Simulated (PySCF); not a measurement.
## Working with the constants of GaI⁺

UHF constants of GaI⁺, ²Σ⁺ (doublet), unpaired electrons σ ↑ (basis Ga def2-SVP, I def2-SVP with ECP28; scalar-relativistic core potentials; PySCF 2.14; masses 68.9256 and 126.9045 u):

```
ωe            : 188.0 cm⁻¹
ωexe          : 4.2 cm⁻¹
Be            : 0.060621 cm⁻¹
αe            : 0.000734 cm⁻¹
De to Ga⁺ + I : 0.013 eV
```

Question: What force constant and bond length do these constants imply?

Answer: Reduced mass μred = 44.666 u; k = 5.8918×10⁻⁷·μred·ωe² (u, cm⁻¹, mdyn/Å) = 0.930 mdyn/Å; Re = √(16.8576/(μred·Be)) (u, cm⁻¹, Å) = 2.495 Å.

Question: Estimate the centrifugal constant D from the Kratzer relation and find the Dunham coefficient a1.

Answer: D = 4Be³/ωe² = 2.52e-08 cm⁻¹; a1 = −1 − αeωe/(6Be²) = -7.26.

Spin–orbit coupling is left out, which matters for elements this heavy, above all for dissociation energies. For an ion De counts to the pair picked by the measured ionisation energies or electron affinities, which need not be the lowest pair at this level. Hartree–Fock leaves out correlation, which carries a large part of most bond energies and some tenths to 1 eV of ionisation energies. The state was picked by a PBE0 search and need not be the measured ground state.
